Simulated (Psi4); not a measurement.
H$_{6}$B$_{3}$N$_{3}$, charge +1, doublet, geometry from GFN2-xTB (a state made from the parent by changing its charge; the spin is typed, not shown lowest); M06-2X/STO-3G run with Psi4 1.11.

The Psi4 input:
```
memory 2 GB

molecule {
1 2
  B     0.98106325   -1.05992046   -0.04989976
  N     1.37494395    0.29061409    0.18228070
  B     0.39244819    1.28444706    0.30957374
  N    -0.96506531    1.03622627    0.05511563
  B    -1.40209965   -0.30055796   -0.17940997
  N    -0.38755264   -1.27096670   -0.32061857
  H     1.78919192   -1.90645476   -0.03050713
  H     2.35520248    0.48796067    0.32713174
  H     0.70048702    2.32894591    0.76549555
  H    -1.66024944    1.76742990    0.10891670
  H    -2.54768103   -0.52456909   -0.26618943
  H    -0.65029188   -2.16427148   -0.72361180
}

set basis sto-3g
set reference uks

energy('m06-2x')
print_variables()
```

**Question.** Predict the main parts of the log of this Psi4 run.

**Answer.** 
```
   => Loading Basis Set <=

    Name: STO-3G
    Role: ORBITAL
    Keyword: BASIS

         ---------------------------------------------------------
                                   SCF
               by Justin Turney, Rob Parrish, Andy Simmonett
                          and Daniel G. A. Smith
                              UKS Reference
         ---------------------------------------------------------

  ==> Geometry <==

    Molecular point group: c1
    Full point group: C1

    Geometry (in Angstrom), charge = 1, multiplicity = 2:

       Center              X                  Y                   Z               Mass
    ------------   -----------------  -----------------  -----------------  -----------------
         B            0.981255014215    -1.059110263227    -0.048678035893    11.009305360000
         N            1.375135714215     0.291424286773     0.183502424107    14.003074004430
         B            0.392639954215     1.285257256773     0.310795464107    11.009305360000
         N           -0.964873545785     1.037036466773     0.056337354107    14.003074004430
         B           -1.401907885785    -0.299747763227    -0.178188245893    11.009305360000
         N           -0.387360875785    -1.270156503227    -0.319396845893    14.003074004430
         H            1.789383684215    -1.905644563227    -0.029285405893     1.007825032230
         H            2.355394244215     0.488770866773     0.328353464107     1.007825032230
         H            0.700678784215     2.329756106773     0.766717274107     1.007825032230
         H           -1.660057675785     1.768240096773     0.110138424107     1.007825032230
         H           -2.547489265785    -0.523758893227    -0.264967705893     1.007825032230
         H           -0.650100115785    -2.163461283227    -0.722390075893     1.007825032230

  Running in c1 symmetry.

  Rotational constants: A =      0.18552  B =      0.17463  C =      0.09016 [cm^-1]
  Rotational constants: A =   5561.66891  B =   5235.25288  C =   2703.06030 [MHz]
  Nuclear repulsion =  200.017772201285936

  Charge       = 1
  Multiplicity = 2
  Electrons    = 41
  Nalpha       = 21
  Nbeta        = 20

  ==> Algorithm <==

  SCF Algorithm Type is DF.
  DIIS enabled.
  MOM disabled.
  Fractional occupation disabled.
  Guess Type is SAD.
  Energy threshold   = 1.00e-06
  Density threshold  = 1.00e-06
  Integral threshold = 1.00e-12

  ==> Primary Basis <==

  Basis Set: STO-3G
    Blend: STO-3G
    Number of shells: 24
    Number of basis functions: 36
    Number of Cartesian functions: 36
    Spherical Harmonics?: true
    Max angular momentum: 1

  ==> DFT Potential <==

   => LibXC <=

    Version 7.1.2
    S. Lehtola, C. Steigemann, M. J. T. Oliveira, and M. A. L. Marques,  SoftwareX 7, 1–5 (2018) (10.1016/j.softx.2017.11.002)

   => Composite Functional: M06-2X <=

    Hybrid M06-2X Meta-GGA XC Functional  (10.1007/s00214-007-0310-x)
    Y. Zhao and D. G. Truhlar,  Theor. Chem. Acc., 120, 215, 2008

    Deriv               =              1
    GGA                 =           TRUE
    Meta                =           TRUE

    Exchange Hybrid     =           TRUE
    MP2 Hybrid          =          FALSE

   => Exchange Functionals <=

    1.0000   XC_HYB_MGGA_X_M06_2X

   => Exact (HF) Exchange <=

    0.5400               HF

   => Correlation Functionals <=

    1.0000   XC_MGGA_C_M06_2X

   => LibXC Density Thresholds  <==

    XC_MGGA_C_M06_2X:  1.00E-12
    XC_HYB_MGGA_X_M06_2X:  1.00E-15

   => Molecular Quadrature <=

    Radial Scheme          =       TREUTLER
    Pruning Scheme         =           NONE
    Nuclear Scheme         =       TREUTLER

    Blocking Scheme        =         OCTREE
    BS radius alpha        =              1
    Pruning alpha          =              1
    Radial Points          =             75
    Spherical Points       =            302
    Total Points           =         251293
    Total Blocks           =           1904
[...]

  ==> Pre-Iterations <==

  SCF Guess: Superposition of Atomic Densities via on-the-fly atomic UHF (no occupation information).

   -------------------------
    Irrep   Nso     Nmo
   -------------------------
     A         36      36
   -------------------------
    Total      36      36
   -------------------------

  ==> Iterations <==

                           Total Energy        Delta E     RMS |[F,P]|

   @DF-UKS iter SAD:  -236.50518667660390   -2.36505e+02   0.00000e+00
   @DF-UKS iter   1:  -239.24509875730843   -2.73991e+00   6.74774e-03 ADIIS/DIIS
   @DF-UKS iter   2:  -239.26719547835589   -2.20967e-02   5.49486e-03 ADIIS/DIIS
   @DF-UKS iter   3:  -239.28897130325296   -2.17758e-02   2.12078e-03 ADIIS/DIIS
   @DF-UKS iter   4:  -239.29270466362169   -3.73336e-03   2.94219e-04 ADIIS/DIIS
   @DF-UKS iter   5:  -239.29314937860963   -4.44715e-04   1.84562e-04 ADIIS/DIIS
   @DF-UKS iter   6:  -239.29332958562216   -1.80207e-04   9.26551e-05 DIIS
   @DF-UKS iter   7:  -239.29338623339385   -5.66478e-05   3.93012e-05 DIIS
   @DF-UKS iter   8:  -239.29339907821503   -1.28448e-05   1.24335e-05 DIIS
   @DF-UKS iter   9:  -239.29340064360974   -1.56539e-06   2.59813e-06 DIIS
   @DF-UKS iter  10:  -239.29340070329735   -5.96876e-08   4.89737e-07 DIIS
  Energy and wave function converged.

  ==> Post-Iterations <==

   Electrons on quadrature grid:
      Nalpha   =   20.9999999251 ; deviation = -7.490e-08
      Nbeta    =   20.0000007621 ; deviation = 7.621e-07
      Ntotal   =   41.0000006872 ; deviation = 6.872e-07

   @Spin Contamination Metric:   2.120605289E-02
   @S^2 Expected:                7.500000000E-01
   @S^2 Observed:                7.712060529E-01
   @S   Expected:                5.000000000E-01
   @S   Observed:                5.000000000E-01

    Orbital Energies [Eh]
    ---------------------

    Alpha Occupied:

[...]
    Alpha Virtual:

[...]
    Beta Occupied:

[...]
    Beta Virtual:

[...]
      36A      0.565646

    Final Occupation by Irrep:
              A
    DOCC [    20 ]
    SOCC [     1 ]
    NA   [    21 ]
    NB   [    20 ]

  @DF-UKS Final Energy:  -239.29340070329735

   => Energetics <=

    Nuclear Repulsion Energy =            200.0177722012859363
    One-Electron Energy =                -709.9246426909678576
    Two-Electron Energy =                 287.5008509900276295
    DFT Exchange-Correlation Energy =     -16.8873812036430984
    Empirical Dispersion Energy =           0.0000000000000000
    VV10 Nonlocal Energy =                  0.0000000000000000
    Total Energy =                       -239.2934007032973796

  UHF NO Occupations:
  HONO-2 :   19  A 1.9959409
  HONO-1 :   20  A 1.9942010
  HONO-0 :   21  A 1.0000000
  LUNO+0 :   22  A 0.0057990
  LUNO+1 :   23  A 0.0040591
  LUNO+2 :   24  A 0.0002098
  LUNO+3 :   25  A 0.0001573

Computation Completed

Properties will be evaluated at   0.000000,   0.000000,   0.000000 [a0]

Properties computed using the SCF density matrix

 Multipole Moments:

 ------------------------------------------------------------------------------------
     Multipole            Electronic (a.u.)      Nuclear  (a.u.)        Total (a.u.)
 ------------------------------------------------------------------------------------

 L = 1.  Multiply by 2.5417464519 to convert [e a0] to [Debye]
 Dipole X            :         -0.0936535            0.0152201           -0.0784334
 Dipole Y            :         -0.3444042            0.0643040           -0.2801001
 Dipole Z            :         -0.2960119            0.0969664           -0.1990455
 Magnitude           :                                                    0.3524585

 ------------------------------------------------------------------------------------

  Variable Map:
  ----------------------------------------------------------------------------
[...]
  Array Variable Map:
  ----------------------------------------------------------------------------
[...]
[...]
```
